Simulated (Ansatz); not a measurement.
`CB([SiH3])[SiH3]` → `CB[SiH3]` + `[SiH2]` at 400 K and 1 bar (silylene loss).

Isolated molecules relaxed with PBE0-D4/def2-TZVP in Ansatz; ΔE leaves out vibrations. CCSD(T)/CBS adds triple-zeta CCSD(T) − MP2 to the extrapolated MP2 energy (def2 sets, frozen cores). This one scheme is used for every species.

```
           species  CCSD(T)/CBS energy (Eh)  H − E (kJ/mol)  S (J/(mol·K))
`CB([SiH3])[SiH3]`               -646.38116           272.4          420.1
        `CB[SiH3]`               -356.10570           218.4          345.4
          `[SiH2]`               -290.19011            44.2          218.1
```

H − E and S are ideal-gas, rigid-rotor, harmonic terms from PBE0-D4/def2-TZVP, for one conformer and one mirror image of each species. 1 Eh = 2625.50 kJ/mol, R = 8.31446 J/(mol·K).

Problem. By hand: ΔE, ΔH, ΔS and ΔG.

Solution. ΔE = (-356.10570) + (-290.19011) − (-646.38116) = 0.08535 Eh = 224.1 kJ/mol. Δ(H − E) = 218.4 + 44.2 − 272.4 = -9.8, so ΔH = 214.3 kJ/mol. ΔS = 345.4 + 218.1 − 420.1 = 143.4 J/(mol·K). ΔG = 214.3 − 400 × (143.4)/1000 = 156.9 kJ/mol.

Problem. By hand: the equilibrium constant, and the temperature at which ΔG would vanish if ΔH and ΔS stayed fixed.

Solution. log₁₀ K = −ΔG/(RT ln 10) = -20.5. ΔG = 0 at ΔH/ΔS = 1494 K.

The number of gas molecules changes by +1, which sets the sign of ΔS. A doubt of 5 kJ/mol in ΔE shifts log₁₀ K by 0.7 here. Other conformers and mirror images would add mixing entropy, several J/(mol·K) or more a flexible species. Modes under 60 cm⁻¹, often nearly free rotors, make the harmonic entropy too high. These are equilibria of isolated gas molecules and say nothing of rates. Largest T1 diagnostic: 0.014 (customary marks: 0.02 for closed shells, 0.045 for open ones).
